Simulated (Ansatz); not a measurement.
Two structures of Si2H6Cl3OF, singlet, reached by relaxing down either side of one saddle point (PBE0-D4/def2-TZVP). Energies are electronic, without zero-point energy. Computed with Ansatz 0.2.0 (basis: def2-TZVPP and def2-QZVPP); correlated methods freeze the cores. Extrapolation: Hartree–Fock as exp(−7.88 √X), correlation as X^−2.97. First:

Si1  (-1.544, 0.197, -1.046)
Si2  (-1.000, -1.318, 0.656)
Cl3  (0.102, 0.775, -2.147)
Cl4  (-2.530, 1.862, -0.436)
F5  (-2.490, -0.529, -2.100)
H6  (1.562, 1.251, 1.080)
Cl7  (0.517, 1.616, 1.795)
H8  (3.132, -0.153, 0.160)
O9  (2.731, 0.697, -0.039)
H10  (0.474, -1.444, 0.756)
H11  (-1.567, -2.625, 0.226)
H12  (-1.604, -0.899, 1.939)
H13  (2.216, 0.571, -0.845)
(Å)

Second:

```
13
angstrom
Si -1.4383 1.6713 -0.9755
Si 0.1810 -2.0650 0.8182
Cl 0.0472 1.3111 -2.2940
Cl -2.7887 2.9291 -1.7748
F -2.1544 0.3126 -0.6409
H 1.8183 0.9959 0.8999
Cl -0.6884 2.4440 0.7321
H 0.2664 -1.7244 -0.6236
O 2.2156 0.2480 0.4471
H 1.4846 -2.5567 1.3211
H -0.8317 -3.1455 0.9760
H -0.2769 -0.8900 1.6002
H 2.1652 0.4697 -0.4859
```

(1) Which bonds change from the first to the second?

(2) Give the saddle point's structure and its height above each. (An estimate is asked for; the value comes from the calculation.)

No T1 diagnostic of these runs exceeds 0.012.

Results:

(1) Si₂H₃Cl₂F ([F][Si]([SiH3])([Cl])[Cl]) + HCl + H₂O → SiCl₃F ([F][Si]([Cl])([Cl])[Cl]) + SiH₄ + H₂O; bonds formed: Si1–Cl7, Si2–H8, H6–O9; bonds broken: Si1–Si2, H6–Cl7, H8–O9.

(2) By the calculation: 45.08 kcal/mol above the first and 62.67 kcal/mol above the second (CCSD(T) at an estimated basis limit (MP2 extrapolated from triple and quadruple zeta, plus CCSD(T) − MP2 in triple zeta)).
```
13
angstrom
Si -0.8927 0.7095 -0.5697
Si -0.4511 -1.3392 0.8133
Cl 0.2506 1.5313 -2.1169
Cl -2.6540 1.7095 -0.2452
F -1.5537 -0.4795 -1.4765
H 1.8765 0.8510 0.4340
Cl 0.1502 1.9035 1.0439
H 0.8909 -0.3458 -0.0696
O 2.0508 0.0493 -0.1278
H 0.4790 -1.3511 1.9720
H -0.4369 -2.6256 0.0808
H -1.8189 -1.0128 1.2969
H 2.1092 0.4001 -1.0354
```

Labels in which every atom is bracketed show which atoms are joined, not bond orders.

For scale, one of the runs: CCSD(T)/def2-TZVPP, 356 basis functions, launched by `ansatz run in.yaml --threads 4 --pin off --events-out ev --progress --plain --max-ram 46080MiB --backend cuda --devices 0, --max-vram 37GiB`. The run took 7 s on 4 CPU threads of an AMD EPYC 7R13 and a share of one NVIDIA H100 (shared host), with 0.9 GiB of host memory at its peak.
